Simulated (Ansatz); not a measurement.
Consider the ligand exchange at a Cd–F bond: `[F][Cd][Br]` + HCl → `[Cl][Cd][Br]` + H–F.

Gas-phase electronic energies from Ansatz, PBE0-D4/def2-TZVP geometries. CCSD(T)/CBS is the MP2 limit (def2-TZVPP, def2-QZVPP) plus CCSD(T) − MP2 in def2-TZVPP, frozen cores. This one scheme is used for every species. DFT in def2-TZVPP. def2 core potentials past Kr. For Br, Cd outer-core shells are correlated without core-valence functions, which leaves a few kJ/mol of doubt a bond. Scalar relativity is left out up to krypton.

```tsv
level	ΔE (kJ/mol)
r2SCAN	-79.7
r2SCANh	-84.3
CCSD(T)/def2-SVP	-81.7
MP2/def2-TZVPP	-93.8
```

(1) What does CCSD(T)/CBS give? (An estimate is asked.)

Largest T1 diagnostic among the species: 0.014.

## Answers

(1) Ansatz gave: -89.5 kJ/mol. The listed levels differ from it by 9.8, 5.2, 7.8, -4.3 kJ/mol.

From BLYP to BHLYP (50 % exact exchange), in def2-TZVPP and without D4, ΔE moves by −21.1 kJ/mol. At CCSD(T), def2-SVP lies +7.8 kJ/mol from the extrapolated value and def2-TZVPP +2.7 kJ/mol.
